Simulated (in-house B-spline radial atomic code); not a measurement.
Values are calculated unless marked as measured or tabulated.
## Ba in an electron gas of r_s = 2: phase shifts, screening, friction and resistivity

A nucleus sits in a uniform electron gas with a rigid positive background. The Kohn-Sham equations are solved self-consistently in the spin-unpolarised LDA (PW92), non-relativistic, on B-splines with outgoing waves at the boundary and partial waves to l = 8. The model has no lattice, no bands and no magnetic solution. Atomic units; δ_l are the phase shifts at the Fermi level, counted so that each bound state adds π, and good to about 0.0005. Heavy atoms are models without relativity.

The density parameter is r_s = 2 bohr, near that of the valence electrons of Si (4 per atom, density 2.33 g/cm³, mass 28.09 u, which gives r_s = 2.01).

```csv
l,δ_l (rad)
0,13.9386
1,11.4729
2,7.4909
3,0.2812
4,0.0157
5,0.0030
6,0.0006
7,0.0001
8,0.0000
```

Bound levels below the band bottom (hartree): s -7.592, p -5.835, d -2.776, s -0.5876, p -0.1655 and deeper ones.

Q: Check the Friedel sum rule, and say where the screening charge sits.

A: k_F = (9π/4)^(1/3)/r_s = 0.95958. The rule is Z = (2/π) Σ (2l + 1) δ_l. The terms are s 8.874, p 21.912, d 23.844, f 1.253 and 0.117 beyond, in all 55.999 against Z = 56. Bound states hold 10 s, 24 p, 20 d electrons, so the scattering states carry 2.00 in all; where a term is smaller than its bound count, the bound level has drawn weight out of the band.

Q: Find the transport cross section and the electronic stopping of a 2 keV Ba ion (mass 137.33 u).

A: σ_tr = (4π/k_F²) Σ (l + 1) sin²(δ_l − δ_(l+1)). The terms for l = 0 to 3 are 0.3914, 1.1098, 1.9178, 0.2754, all together 3.6952, so σ_tr = 13.647 × 3.6952 = 50.429 bohr². With n = 3/(4π r_s³) = 0.02984, the friction coefficient is Q = n k_F σ_tr = 1.4441. For v well below v_F = 0.960, dE/dx = Q v; with 24801 eV per u at v = 1, v = √(2000/(24801 × 137.33)) = 0.0242, so dE/dx = 0.03499 hartree/bohr = 18 eV/nm. The largest term couples the d and f waves.

Q: What residual resistivity would 1 atomic per cent of such centres give in a metal of this density?

A: Δρ = k_F n_i σ_tr/n in atomic units of 21.74 μΩ·cm. With one host atom per 4 electrons, n_i/n = 0.01/4, so Δρ = 0.9596 × 0.00250 × 50.429 × 21.74 = 2.63 μΩ·cm. This is an atom added to the gas, as on an interstitial site.

Q: On a substitutional site the background of one host ion, a sphere holding 4 charges, is taken out. The phase shifts for l = 0 to 4 become 13.6983, 11.2813, 6.7729, 0.0500, -0.0052. What follows?

A: The Friedel sum is now 52.01, for Z − 4 = 52. The sum in σ_tr is 2.9131, so σ_tr = 39.76 bohr² and Δρ = 2.07 μΩ·cm per atomic per cent, 0.79 times the value above. A real host ion scatters too, so this model doesn't give zero even for the host's own atom.
